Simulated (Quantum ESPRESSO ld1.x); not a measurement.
Task: Ho+, configuration [Kr] 4d10 4f11 5s2 5p5.5 6s1 6p0.5 (fractional occupations, a model configuration). Method: Dirac Kohn-Sham, BLYP, spin-unpolarised, spherical densities, point nucleus; open shells fill j = l - 1/2 first; computed with ld1.x of Quantum ESPRESSO 7.5. Some entries of the table are withheld. Estimate them.

orbital  occ.  eigenvalue (eV)  <1/r> (bohr^-1)  <r^2> (bohr^2)
1s1/2       2       -55452.688            76.08       0.0005880
2s1/2       2        -9277.823            18.26        0.009108
2p1/2       2        -8830.701              (1)        0.006580
2p3/2       4        -7973.392              (2)        0.007803
3s1/2       2        -2078.821            6.675         0.06028
3p1/2       2              (3)            6.591         0.05588
3p3/2       4              (4)            5.993         0.06278
3d3/2       4        -1369.142            5.877         0.04960
3d5/2       6        -1330.019            5.730         0.05152
4s1/2       2         -417.827            2.791          0.3042
4p1/2       2         -340.238            2.682          0.3184
4p3/2       4         -300.074            2.476          0.3568
4d3/2       4         -172.411            2.254          0.4052
4d5/2       6         -165.130            2.203          0.4204
5s1/2       2          -59.676            1.049           1.823
5p1/2       2          -38.651           0.9209           2.334
5p3/2     3.5          -33.517           0.8482           2.692
4f5/2       6          -12.944            1.620          0.9347
4f7/2       5          -11.961            1.593          0.9840
6s1/2       1          -10.056           0.3592           13.89
6p1/2     0.5           -6.504           0.2880           21.40
6p3/2       0           -6.025           0.2714           24.00

Result: 
(1) 2p1/2 <1/r> (bohr^-1): 18.23
(2) 2p3/2 <1/r> (bohr^-1): 15.89
(3) 3p1/2 eigenvalue (eV): -1883.295
(4) 3p3/2 eigenvalue (eV): -1704.248
